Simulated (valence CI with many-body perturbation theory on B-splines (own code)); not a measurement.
**Ge17+: key properties**

Computed by configuration interaction combined with many-body perturbation theory (CI+MBPT): five valence electrons over a frozen Dirac-Fock core [Ne], a basis of 9 s, 9 p, 8 d, 6 f, 3 g, 1 h functions for each j, with the one-electron correlation potential Σ1 (screened to all orders), the two-electron term Σ2, the three-electron term Σ3, Breit, model QED; selected single and double excitations, second order for the rest (own B-spline code, finite nucleus).

No measured levels were compared; by estimate levels of excited configurations hold to 0.05 to 0.15 % of their energy, terms of the ground configuration to about 0.5 %. Among the levels kept, up to 460 cm⁻¹ of a level comes from second order outside the variational space, and about a tenth of that is noise between levels of different J, which matters for small intervals.

Names give the largest LS component (configuration and term), which can be under half, so a name can repeat, a term be missing and a line seem to break the LS rules; names also repeat where a configuration has a term twice.

Rates and lifetimes use the calculated energies. Strong lines usually hold to 10 to 20 %, long lifetimes can be off by a factor of two.

(1) What is the ground level?

(2) What is the ionisation energy?

(3) How well does LS coupling describe the low levels?

(4) Among levels below 969600 cm⁻¹, which E1 lines absorb most strongly from the ground level?

(5) Name the longest-lived excited levels whose lifetime is computed, and their main decay.

## Answers

(1) 3s²3p³ ⁴S°_3/2, composition 83 % 3s²3p³ ⁴S° + 11 % 3s²3p³ ²P° + 3 % 3s²3p³ ²D°, g = 1.886.

(2) 656.46 eV; NIST lists 662.8 ± 1.9 eV (semi-empirical).

(3) Among the lowest 20 levels the leading LS term, summed over configurations, holds 82 % on average. For single configurations the figures are 74 % in LS and 60 % in jj coupling. Terms mix most in the J = 1/2 level at 623350 cm⁻¹, where the leading one holds 48 %.

(4) to 3s²3p²3d ⁴P_5/2 at 13.67 nm, f = 0.479; to 3s²3p²3d ⁴P_3/2 at 13.50 nm, f = 0.305; to 3s²3p²3d ⁴P_1/2 at 13.42 nm, f = 0.152.

(5) 3s²3p³ ²D°_5/2 at 73877 cm⁻¹ lives 5.63 ms, mostly by M1 to 3s²3p³ ⁴S°_3/2; 3s²3p³ ²D°_3/2 at 56437 cm⁻¹ lives 740 μs, mostly by M1 to 3s²3p³ ⁴S°_3/2; 3s²3p³ ²P°_1/2 at 112690 cm⁻¹ lives 286 μs, mostly by M1 to 3s²3p³ ⁴S°_3/2. The lifetime of 3s²3p²3d ⁴F_9/2 is too uncertain to give, and may be longer. The lifetime of 3s²3p²3d ²G_9/2 is too uncertain to give, and may be longer.
